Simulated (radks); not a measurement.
Results of a calculation; reference values are marked as such.
Question: The table gives one normalised radial function P(r) = r R(r) of Ar3+ in [Ne] 3s1 3p3 3d1 (r in bohr). Level of theory: non-relativistic Kohn-Sham, BLYP, spin-unpolarised, spherical densities, point nucleus (a radial shooting solver on a logarithmic mesh with Libxc functionals).

| r | P |
|---|---|
| 0.002797 | 0.0005 |
| 0.004009 | 0.0010 |
| 0.005793 | 0.0021 |
| 0.008303 | 0.0042 |
| 0.012 | 0.0085 |
| 0.0172 | 0.0166 |
| 0.02484 | 0.0324 |
| 0.03561 | 0.0605 |
| 0.05145 | 0.1100 |
| 0.07375 | 0.1863 |
| 0.1066 | 0.2933 |
| 0.1527 | 0.4056 |
| 0.2207 | 0.4671 |
| 0.3163 | 0.3798 |
| 0.457 | 0.0633 |
| 0.655 | -0.4156 |
| 0.9464 | -0.8346 |
| 1.356 | -0.8916 |
| 1.96 | -0.5700 |
| 2.809 | -0.2080 |
| 4.059 | -0.0342 |
| 5.818 | -0.0020 |

Which n and l does it have? It may be an empty orbital.

Answer: n = 3, l = 1: the number of nodes gives n - l - 1 = 1, the rise at small r (about r^(l+1)) gives l, and the extent must fit the shell. The curve is that of 3p. 3p: eigenvalue -51.312 eV, 1 radial node at r = 0.482 bohr, <r> = 1.38 bohr, 90 % of the charge inside 2.10 bohr.
